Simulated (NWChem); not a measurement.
System: C₄H₆S; SMILES C1SC=CC1

NWChem printed, in part:

```
             Northwest Computational Chemistry Package (NWChem) 7.3.0
             --------------------------------------------------------

                             Geometry "geometry" -> ""
                             -------------------------

 Output coordinates in angstroms (scale by  1.889725989 to convert to a.u.)

  No.       Tag          Charge          X              Y              Z
 ---- ---------------- ---------- -------------- -------------- --------------
    1 C                    6.0000     0.88004600    -1.17685300     0.10480000
    2 C                    6.0000     1.26558900     0.10213600     0.02294900
    3 S                   16.0000    -0.03257200     1.25699300    -0.25235900
    4 C                    6.0000    -1.27297200    -0.04506500     0.11370700
    5 C                    6.0000    -0.58972000    -1.39288400    -0.13174700
    6 H                    1.0000     1.58077500    -2.00290300     0.24486000
    7 H                    1.0000     2.29084600     0.47232600     0.08795200
    8 H                    1.0000    -1.56681400     0.06301600     1.16990200
    9 H                    1.0000    -2.16030500     0.11574200    -0.51349600
   10 H                    1.0000    -0.74643600    -1.72989400    -1.17498700
   11 H                    1.0000    -1.02049100    -2.17217100     0.51742600

 Effective nuclear repulsion energy (a.u.)     216.9021884559

                              NWChem Property Module
                              ----------------------

  itol2e modified to match energy
  convergence criterion.

                                 NWChem DFT Module
                                 -----------------

 Summary of "ao basis" -> "ao basis" (spherical)
 ------------------------------------------------------------------------------
       Tag                 Description            Shells   Functions and Types
 ---------------- ------------------------------  ------  ---------------------
 C                          pcsseg-1                 7       17   3s3p1d
 S                          pcsseg-1                10       24   4s5p1d
 H                          pcsseg-1                 3        5   2s1p

  itol2e modified to match energy
  convergence criterion.

            General Information
            -------------------
          SCF calculation type: DFT
          Wavefunction type:  closed shell.
          No. of atoms     :    11
          No. of electrons :    46
           Alpha electrons :    23
            Beta electrons :    23
          Charge           :     0
          Spin multiplicity:     1
          Use of symmetry is: off; symmetry adaption is: off
          Maximum number of iterations: 150
          AO basis - number of functions:   122
                     number of shells:    56
          Convergence on energy requested:  1.00D-07
          Convergence on density requested:  1.00D-05
          Convergence on gradient requested:  5.00D-04

              XC Information
              --------------
                          KT2 Method XC Functional
                        Slater Exchange Functional  1.072 local
                           KT1 gradient correction  1.000 non-local
            Perdew 1991 LDA Correlation Functional  0.577 local

             Grid Information
             ----------------
          Grid used for XC integration:  fine
          Radial quadrature: Mura-Knowles
          Angular quadrature: Lebedev.
          Tag              B.-S. Rad. Rad. Pts. Rad. Cut. Ang. Pts.
          ---              ---------- --------- --------- ---------
          C                   0.70       70          11.0       590
          S                   1.00      123          11.0       770
          H                   0.35       60          12.0       590
          Grid pruning is: on
          Number of quadrature shells:   763
          Spatial weights used:  Erf1

      Superposition of Atomic Density Guess
      -------------------------------------

[...]

          -----------------------------------------
          Chemical Shielding Tensors (GIAO, in ppm)
          -----------------------------------------

                                NWChem CPHF Module
                                ------------------

  scftype          =     RHF
  nclosed          =       23
  nopen            =        0
  variables        =     2277
  # of vectors     =        3
  tolerance        = 0.10D-03
  level shift      = 0.00D+00
  max iterations   =       50
  max subspace     =       30

 SCF residual:    6.3263497761605650E-005

Iterative solution of linear equations
  No. of variables     2277
  No. of equations        3
  Maximum subspace       30
        Iterations       50
       Convergence  1.0D-04

   iter   nsub   residual    time
   ----  ------  --------  ---------
     1      3    7.43D-05      77.7

      Atom:    1  C
        Diamagnetic
    262.1279      4.5361      2.6517
      4.5361    262.8644     -1.4091
      2.6517     -1.4091    235.1270

        Paramagnetic
   -270.1705     19.3785    -20.4153
     19.3785   -180.2164     12.8003
    -20.4153     12.8003   -106.2326

        Total Shielding Tensor
     -8.0426     23.9145    -17.7635
     23.9145     82.6479     11.3912
    -17.7635     11.3912    128.8944

           isotropic =      67.8333
          anisotropy =      97.2437

          Principal Components and Axis System
                 1           2           3
              132.6624     87.5496    -16.7123

      1        -0.0933      0.2658      0.9595
      2         0.1785      0.9526     -0.2466
      3         0.9795     -0.1482      0.1363

      Atom:    2  C
        Diamagnetic
    261.2349     -4.1417      2.6668
     -4.1417    269.0789     -4.0971
      2.6668     -4.0971    241.7258

        Paramagnetic
   -284.9403     25.3841    -22.0741
     25.3841   -202.4327      4.1888
    -22.0741      4.1888   -117.5611

        Total Shielding Tensor
    -23.7054     21.2425    -19.4073
     21.2425     66.6462      0.0917
    -19.4073      0.0917    124.1647

           isotropic =      55.7019
          anisotropy =     106.6323

          Principal Components and Axis System
                 1           2           3
              126.7901     71.0888    -30.7733

      1        -0.1341      0.2039      0.9698
      2        -0.0459      0.9763     -0.2116
      3         0.9899      0.0729      0.1216

      Atom:    3  S
        Diamagnetic
   1059.8218     -0.5808      0.1823
     -0.5808   1060.2534     -2.4597
      0.1823     -2.4597   1049.5565

        Paramagnetic
   -397.8537    -93.1554     37.6070
    -93.1554   -741.4690    -31.4250
     37.6070    -31.4250   -703.2243

        Total Shielding Tensor
    661.9682    -93.7362     37.7892
    -93.7362    318.7844    -33.8848
     37.7892    -33.8848    346.3322

           isotropic =     442.3616
          anisotropy =     374.1376

          Principal Components and Axis System
                 1           2           3
              691.7867    350.2531    285.0450

      1         0.9588     -0.2145      0.1862
      2        -0.2527     -0.3450      0.9040
      3         0.1297      0.9138      0.3850

      Atom:    4  C
        Diamagnetic
    250.7670      1.5380     -1.5696
      1.5380    258.4886     -0.3051
     -1.5696     -0.3051    241.8527

        Paramagnetic
    -93.4589      2.9475    -16.0535
      2.9475    -94.2184     -3.3550
    -16.0535     -3.3550   -130.3282

        Total Shielding Tensor
    157.3081      4.4855    -17.6231
      4.4855    164.2702     -3.6601
    -17.6231     -3.6601    111.5245

           isotropic =     144.3676
          anisotropy =      37.3535

          Principal Components and Axis System
                 1           2           3
              169.2699    158.3761    105.4567

      1         0.6293      0.7087      0.3189
      2         0.7395     -0.6723      0.0346
      3        -0.2389     -0.2141      0.9471

      Atom:    5  C
        Diamagnetic
    254.7055     -4.5389      0.8535
     -4.5389    249.8818      1.1062
      0.8535      1.1062    238.0690

        Paramagnetic
    -92.5822      3.7864      4.6315
      3.7864    -98.7892      7.2490
      4.6315      7.2490   -117.2752

        Total Shielding Tensor
    162.1233     -0.7525      5.4849
     -0.7525    151.0926      8.3552
      5.4849      8.3552    120.7938

           isotropic =     144.6699
          anisotropy =      27.2700

          Principal Components and Axis System
                 1           2           3
              162.8499    153.2022    117.9576

      1         0.9902     -0.0651     -0.1236
      2         0.0331      0.9689     -0.2453
      3         0.1357      0.2388      0.9615

      Atom:    6  H
        Diamagnetic
     33.1810     -7.7219      1.6169
     -7.7219     36.2589     -1.8947
      1.6169     -1.8947     23.1387

        Paramagnetic
     -8.6136      6.4007     -1.4159
      6.4007     -7.3109      1.4358
     -1.4159      1.4358      0.5930

        Total Shielding Tensor
     24.5673     -1.3213      0.2010
     -1.3213     28.9481     -0.4589
      0.2010     -0.4589     23.7317

           isotropic =      25.7491
          anisotropy =       5.4156

          Principal Components and Axis System
                 1           2           3
               29.3595     24.2092     23.6785

      1        -0.2682      0.9513     -0.1522
      2         0.9594      0.2781      0.0478
      3        -0.0878      0.1332      0.9872

      Atom:    7  H
        Diamagnetic
     41.2704      4.3774      1.4155
      4.3774     28.2119     -0.1528
      1.4155     -0.1528     22.6673

        Paramagnetic
    -13.7195     -3.2748     -1.3269
     -3.2748     -3.0917     -0.0220
     -1.3269     -0.0220      0.5748

        Total Shielding Tensor
     27.5509      1.1027      0.0885
      1.1027     25.1202     -0.1749
      0.0885     -0.1749     23.2421

[...]
```

Level: KT2/pcSseg-1, GIAO. All runs use the structure optimised with PBE0/def2-SVP. The printed shielding anisotropy is the first printed principal value minus the mean of the other two.

Task: Write an input that gives this output.

Result: This is not unique; one that fits is the input that was run:
```
start job
memory heap 200 mb stack 900 mb global 1100 mb
geometry units angstroms noautosym nocenter noautoz
  C      0.880046    -1.176853     0.104800
  C      1.265589     0.102136     0.022949
  S     -0.032572     1.256993    -0.252359
  C     -1.272972    -0.045065     0.113707
  C     -0.589720    -1.392884    -0.131747
  H      1.580775    -2.002903     0.244860
  H      2.290846     0.472326     0.087952
  H     -1.566814     0.063016     1.169902
  H     -2.160305     0.115742    -0.513496
  H     -0.746436    -1.729894    -1.174987
  H     -1.020491    -2.172171     0.517426
end
basis spherical
  C library pcsseg-1
  S library pcsseg-1
  H library pcsseg-1
end
dft
  xc kt2
  iterations 150
end
property
  shielding
end
task dft property
```
